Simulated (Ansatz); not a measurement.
Reading a saddle point

A first-order saddle point of GeH$_{5}$O$_{2}$F, singlet, PBE0-D4/def2-TZVP, with one imaginary mode of 420i cm⁻¹:

```xyz
9
angstrom
Ge -0.8877 -0.5715 0.1980
F 0.8601 -1.1314 1.1659
H -0.7406 -1.9045 -0.5391
H -1.5752 -0.5398 1.5623
H -1.6501 0.3838 -0.7617
H 1.1608 -0.0043 0.6267
O 0.6291 0.8195 0.1553
O 1.1030 0.9925 -1.1715
H 1.1005 1.9558 -1.2359
```

Program: Ansatz 0.2.0. Basis: def2-TZVPP and def2-QZVPP. Cores are frozen in the correlated methods. Filled d shells of the heavier atoms are correlated. The def2 sets are not built for correlating such inner shells, so the correlated values are less sure here. Extrapolation: Hartree–Fock as exp(−7.88 √X), correlation as X^−2.97.

Task: Which contacts change along the imaginary mode, and what lies on either side? (Judge from chemistry; the calculation decides.)

Result: The calculation gives: The step is GeH₃F ([F][GeH3]) + H₂O₂ ([OH][OH]) → GeH₄O₂ ([OH][O][GeH3]) + HF, with the molecules in contact on both sides. Shortening one way: Ge1–O7, F2–H6; lengthening the same way: Ge1–F2, H6–O7.
| pair | one side (Å) | saddle (Å) | other side (Å) |
| --- | --- | --- | --- |
| Ge1–O7 | 3.64 | 2.06 | 1.83 |
| F2–H6 | 1.87 | 1.29 | 0.94 |
| Ge1–F2 | 1.76 | 2.07 | 3.65 |
| H6–O7 | 0.97 | 1.09 | 1.66 |

Task: Which side is lower, and how far does the saddle lie above each? (To be estimated.)

Result: Computed: The side with Ge1–F2, H6–O7 short is lower by 0.209 eV; the saddle lies 1.290 eV above it and 1.081 eV above the other (CCSD(T) at an estimated basis limit (MP2 extrapolated from triple and quadruple zeta, plus CCSD(T) − MP2 in triple zeta); electronic energies).

T1 diagnostic: at most 0.014.

Labels in which every atom is bracketed show which atoms are joined, not bond orders.

For scale, one of the runs: CCSD(T)/def2-TZVPP, 211 basis functions (an equivalent command: `ansatz run in.yaml --threads 4`). The run took 100 s on 4 CPU threads (shared host), with 3.2 GiB of host memory at its peak.
